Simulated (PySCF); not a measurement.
## Correlation energy of Ge¹⁹⁺ (germanium, charge +19)

[Ne] 3s2 3p1, 2P determinant. All numbers are calculated (PySCF 2.14, no relativity, point nucleus, in an uncontracted even-tempered set (17 s from 1.5 bohr⁻², ratio 2.5; 11 p from 2 bohr⁻², ratio 2.5; 5 d from 9.5 bohr⁻², ratio 2.7; 4 f from 14 bohr⁻², ratio 2.7)). Frozen: 1s2; 11 electrons correlated; the 18 highest virtual orbitals of each spin left out.

| level | correlation energy (mhartree) |
| --- | --- |
| CCSD | -461.28 |
| (T) | -2.32 |
| CCSD(T) | -463.60 |

Diagnostics: T1 = 0.0020, D1 = 0.0086, largest double amplitude 0.088.

Spin-orbit coupling, absent here, splits the open shell strongly.

Cost of the coupled-cluster step: roughly 40 core-seconds, for 11 correlated electrons.

At this charge a non-relativistic calculation is a model, useful for the Z dependence of the correlation energy.
